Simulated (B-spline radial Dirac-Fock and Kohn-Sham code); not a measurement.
How core holes in Ta⁵⁺ decay

System: Ta⁵⁺ in the configuration [Xe] 4f14.

Level of theory: independent-particle radiative and Coulomb Auger rates from relativistic LDA hole-state orbitals, with Dirac-Fock energies; an atomic code on a B-spline grid.

Partial widths are in eV. Coster-Kronig decay leaves a hole in the same principal shell; its rates are the weakest part of the model, often 1.5 to 2.5 times too large and more for N holes. Holes without an open Auger channel, or with an unreliable SCF state, are not listed.

```tsv
hole	radiative	Auger	Coster-Kronig	total	fluorescence yield	lifetime (fs)
K	35.2	1.55	0	36.8	0.958	0.0179
L1	0.765	1.88	2.87	5.52	0.139	0.119
L2	1.30	2.77	0.667	4.73	0.274	0.139
L3	1.17	3.50	0	4.67	0.250	0.141
M1	0.0272	0.980	15.6	16.6	0.00164	0.0396
M2	0.0277	1.08	10.6	11.7	0.00237	0.0562
M3	0.0289	1.31	7.40	8.74	0.00331	0.0753
M4	0.0338	1.66	0	1.70	0.0199	0.388
M5	0.0319	1.73	0	1.76	0.0181	0.374
N1	0.000884	0.0872	9.32	9.41	9.40e-05	0.0700
N2	0.00150	0.0889	11.5	11.6	0.000129	0.0568
N3	0.000947	0.0973	9.50	9.59	9.87e-05	0.0686
N4	0.00127	0.0638	6.80	6.86	0.000185	0.0959
N5	0.00114	0.0626	6.51	6.57	0.000173	0.100
```

Values without a named source are computed, but for edge energies of neutral atoms, which are taken from tables.
